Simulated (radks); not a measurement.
Results of a calculation; reference values are marked as such.
Problem. In2+, 47 electrons, occupied as [Kr] 4d10 5s1. Code: a radial shooting solver on a logarithmic mesh with Libxc functionals. Model: scalar-relativistic Kohn-Sham, r2SCAN, spin-polarised, spherical densities, finite nucleus; open shells are filled with parallel spins first (spin-orbit coupling, left out, can overturn this in heavy ions); meta-GGA in the generalised Kohn-Sham scheme; Fermi nuclear charge, rms radius 4.6156 fm. Some entries of the table are withheld. Estimate them.

| orbital | occ. | eigenvalue (hartree) | <r^2> (bohr^2) |
|---|---|---|---|
| 1s up | 1 | -1022.518 | 0.001195 |
| 1s down | 1 | -1022.516 | 0.001195 |
| 2s down | 1 | -154.2155 | 0.01946 |
| 2s up | 1 | -154.2153 | 0.01946 |
| 2p up | 3 | -138.3758 | 0.01537 |
| 2p down | 3 | -138.3757 | 0.01537 |
| 3s up | 1 | -30.02539 | 0.1383 |
| 3s down | 1 | -30.02414 | 0.1383 |
| 3p up | 3 | -24.79901 | 0.1394 |
| 3p down | 3 | -24.79772 | 0.1394 |
| 3d up | 5 | -16.70214 | 0.1250 |
| 3d down | 5 | -16.70118 | 0.1250 |
| 4s up | 1 | -5.18064 | 0.8190 |
| 4s down | 1 | -5.17807 | 0.8183 |
| 4p up | 3 | -3.61937 | 0.9763 |
| 4p down | 3 | -3.61637 | 0.9726 |
| 4d up | 5 | (1) | 1.628 |
| 4d down | 5 | (2) | 1.581 |
| 5s up | 1 | -0.89563 | 6.122 |
| 5s down | 0 | -0.81731 | 6.166 |

Solution. 
(1) 4d up eigenvalue (hartree): -1.36751
(2) 4d down eigenvalue (hartree): -1.35597
